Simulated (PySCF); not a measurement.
A structure optimised at PBE0-D3(BJ)/def2-TZVP, used in a PySCF frequency run:

```xyz
6

Al     0.0000     0.0000    -0.7243
C      0.0000     0.0000     1.1745
H      0.8901    -0.5139     1.5504
H     -0.8901    -0.5139     1.5504
H      0.0000     1.0278     1.5504
H      0.0000     0.0000    -2.2821
```
Charge +1, spin multiplicity 1.

**Question.** Write its SMILES, formula and point group.

**Answer.** [CH3][AlH+], CH4Al, C3v

**Question.** What are its rotational constants (standard atomic weights)?

**Answer.** 158.19, 11.326, 11.326 GHz
